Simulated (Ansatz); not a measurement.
CH5NSSi, SMILES `SC1N[SiH2]1`, relaxed with RKS PBE0-D4/def2-TZVP in Ansatz 0.2.0 from a PBE-D4/def2-SVP geometry. The force threshold is 0.005 eV/Å; the program also tests the step.

The species carries charge 0 and has multiplicity 1.

Start:

```xyz
9

S     0.499    1.846   -0.534
C    -0.166    0.480    0.459
N     0.578   -0.792    0.575
Si   -0.787   -0.996   -0.514
H     1.443    2.253    0.369
H    -0.639    0.826    1.398
H     1.566   -0.778    0.298
H    -0.625   -0.923   -1.999
H    -1.869   -1.917   -0.052
```

**Question.** How much energy does the relaxation release, and in how many steps? (Estimate.)

**Answer.** The calculation gave: 6.06 kJ/mol, in 7 steps.

**Question.** Which bonds change most? (Estimate.)

**Answer.** Computed: C2–Si4 from 1.874 to 1.838 Å; N3–Si4 from 1.758 to 1.723 Å; S1–C2 from 1.815 to 1.782 Å; S1–H5 from 1.369 to 1.348 Å.

**Question.** Give the relaxed structure. (Best estimate.)

**Answer.** Ansatz gave: 
```xyz
9

S     0.495    1.826   -0.512
C    -0.179    0.483    0.445
N     0.574   -0.791    0.560
Si   -0.770   -0.979   -0.501
H     1.427    2.225    0.376
H    -0.633    0.805    1.379
H     1.540   -0.755    0.266
H    -0.600   -0.944   -1.969
H    -1.854   -1.870   -0.043
```
